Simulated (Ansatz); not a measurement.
Al13N13H30, a nanocrystal cut from zinc blende AlN (hydrogen-capped). Charge 0, multiplicity 3. Geometry r2SCAN-D4/def2-SVP, that of the neutral singlet; atoms count from 1.

```xyz
56

Al    2.032    1.344   -0.318
Al   -0.485    2.780   -1.850
Al    1.626    1.185   -3.526
Al    1.245   -1.389   -1.599
Al   -1.268    0.058   -3.126
Al   -0.133    3.033    1.472
Al    2.307    1.674    2.891
Al    1.573   -1.153    1.494
Al   -0.589    0.545    3.277
Al   -0.848    0.209    0.074
Al   -1.761   -2.625   -1.180
Al   -1.434   -2.390    1.901
Al    0.675   -3.997    0.233
N     1.315    2.226   -1.886
N     1.644    2.462    1.215
N    -0.712    3.824   -0.216
N     0.955   -0.236   -0.083
N    -1.425    1.121   -1.517
N     0.555   -0.415   -3.124
N     0.095   -2.919   -1.308
N    -2.267   -1.577   -2.748
N    -1.095    1.358    1.595
N     1.201    0.048    2.966
N     0.412   -2.692    1.681
N    -1.617   -1.112    3.365
N    -1.887   -1.392    0.306
H     3.594    1.123   -0.467
H    -1.107    3.647   -3.025
H     3.167    0.826   -3.706
H     0.849    1.960   -4.701
H     2.738   -1.853   -1.862
H    -1.951    0.714   -4.400
H    -0.510    4.076    2.608
H     3.856    1.321    2.797
H     1.779    2.628    4.073
H     3.095   -1.597    1.507
H    -1.002    1.395    4.553
H    -2.787   -3.834   -1.101
H    -2.434   -3.582    2.219
H     2.203   -4.425    0.103
H    -0.452   -5.124    0.438
H     1.921    3.045   -2.040
H     2.256    3.285    1.115
H    -0.203    4.709   -0.337
H    -1.685    4.139   -0.137
H    -2.421    1.375   -1.448
H     0.754   -1.011   -3.941
H     0.286   -3.558   -2.094
H    -2.190   -2.188   -3.570
H    -3.272   -1.372   -2.719
H    -2.087    1.615    1.698
H     1.575   -0.421    3.803
H     0.773   -3.208    2.496
H    -1.359   -1.594    4.235
H    -2.609   -0.899    3.519
H    -2.887   -1.165    0.395
```

Single mean-field runs in def2-SVP are fitted with def2-universal-jkfit. At PBE0-D4/def2-SVP a singlet of charge 0 lies 6.26 eV below the triplet at the same geometry.

Problem. Estimate the Mulliken populations of the heavy atoms from the PBE0/def2-SVP orbitals of Ansatz.

Solution. 
```csv
atom,charge (e),spin (α − β)
Al1,0.70,0.00
Al2,0.63,0.07
Al3,0.52,0.03
Al4,0.68,0.01
Al5,0.64,0.06
Al6,0.63,0.07
Al7,0.52,0.03
Al8,0.68,0.01
Al9,0.64,0.06
Al10,0.67,0.17
Al11,0.60,0.11
Al12,0.60,0.11
Al13,0.53,0.04
N14,-0.78,0.00
N15,-0.78,0.00
N16,-0.47,-0.02
N17,-1.01,-0.01
N18,-0.75,-0.01
N19,-0.77,0.01
N20,-0.77,0.02
N21,-0.45,-0.02
N22,-0.75,-0.01
N23,-0.77,0.01
N24,-0.77,0.02
N25,-0.45,-0.02
N26,-0.73,-0.01
```
Mulliken values and Mayer orders depend strongly on the basis.

Problem. Where does the spin sit?

Solution. Summed by element: Al 0.77, N -0.05, H 1.27, of 2 unpaired in all. Largest on single atoms: H41 0.19, Al10 0.17, H30 0.13.

Problem. And the Mayer bond orders between bonded heavy atoms (over 0.3)?

Solution. Al1–N14 0.66 (1.94 Å); Al1–N15 0.66 (1.94 Å); Al1–N17 0.68 (1.93 Å); Al2–N14 0.72 (1.88 Å); Al2–N16 0.61 (1.95 Å); Al2–N18 0.65 (1.94 Å); Al3–N14 0.63 (1.97 Å); Al3–N19 0.64 (1.97 Å); Al4–N17 0.68 (1.93 Å); Al4–N19 0.66 (1.94 Å); Al4–N20 0.65 (1.94 Å); Al5–N18 0.65 (1.94 Å); Al5–N19 0.71 (1.88 Å); Al5–N21 0.62 (1.95 Å); Al6–N15 0.72 (1.88 Å); Al6–N16 0.61 (1.95 Å); Al6–N22 0.65 (1.94 Å); Al7–N15 0.63 (1.97 Å); Al7–N23 0.64 (1.97 Å); Al8–N17 0.68 (1.93 Å); Al8–N23 0.66 (1.94 Å); Al8–N24 0.65 (1.94 Å); Al9–N22 0.65 (1.94 Å); Al9–N23 0.71 (1.88 Å); Al9–N25 0.62 (1.95 Å); Al10–N17 0.75 (1.86 Å); Al10–N18 0.74 (1.92 Å); Al10–N22 0.74 (1.92 Å); Al10–N26 0.73 (1.92 Å); Al11–N20 0.71 (1.88 Å); Al11–N21 0.61 (1.95 Å); Al11–N26 0.65 (1.94 Å); Al12–N24 0.71 (1.88 Å); Al12–N25 0.61 (1.95 Å); Al12–N26 0.65 (1.94 Å); Al13–N20 0.65 (1.97 Å); Al13–N24 0.65 (1.97 Å).
